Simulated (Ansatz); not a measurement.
Calculated with Ansatz (gas phase, PBE0-D4/def2-TZVP geometries, no zero-point term in ΔE). CBS: MP2 limit from def2 TZ/QZ plus the TZ coupled-cluster correction, frozen cores. Functionals use def2-TZVPP. B3LYP here is the variant with VWN-RPA as its local correlation; programs differ in this. HSE06 is defined as in plane-wave codes. One conformer a species, not always the lowest.

Reaction (ligand exchange at a B–O bond): `FC(F)(F)COBCl` + CH₃NH₂ → `CNBCl` + `OCC(F)(F)F`

Q: Is it downhill or uphill in electronic energy at CCSD(T)/CBS, and by how much? (An estimate is asked.)

A: Ansatz gave: Downhill: ΔE = -3.4 kcal/mol.

Q: What do these levels give: BLYP-D4, B97M-V, B3LYP-D4, BHLYP-D4, PBE-QIDH, PBE, PBE0, B3LYP, HSE06, BHLYP, CAM-B3LYP, LC-ωPBE? (An estimate is asked.)

A: Ansatz gave: BLYP-D4 -3.2, B97M-V -2.3, B3LYP-D4 -3.3, BHLYP-D4 -2.9, PBE-QIDH -3.9, PBE -4.5, PBE0 -4.4, B3LYP -3.4, HSE06 -4.4, BHLYP -3.1, CAM-B3LYP -3.4, LC-ωPBE -4.2 kcal/mol.

Largest T1 diagnostic among the species: 0.012.

In def2-TZVPP, CCSD(T) changes the Hartree–Fock value by −1.2 kcal/mol (the triples alone add −0.1 kcal/mol) and MP2 by −1.7 kcal/mol. Leaving LDA and LC-ωPBE aside and taking each functional with its dispersion term where it has one, the values, not all of them listed here, spread over 2.1 kcal/mol, from PBE-D4 to B97M-V. LDA lies −1.0 kcal/mol from PBE without D4. At CCSD(T), def2-SVP lies +1.1 kcal/mol from the extrapolated value and def2-TZVPP +0.4 kcal/mol.
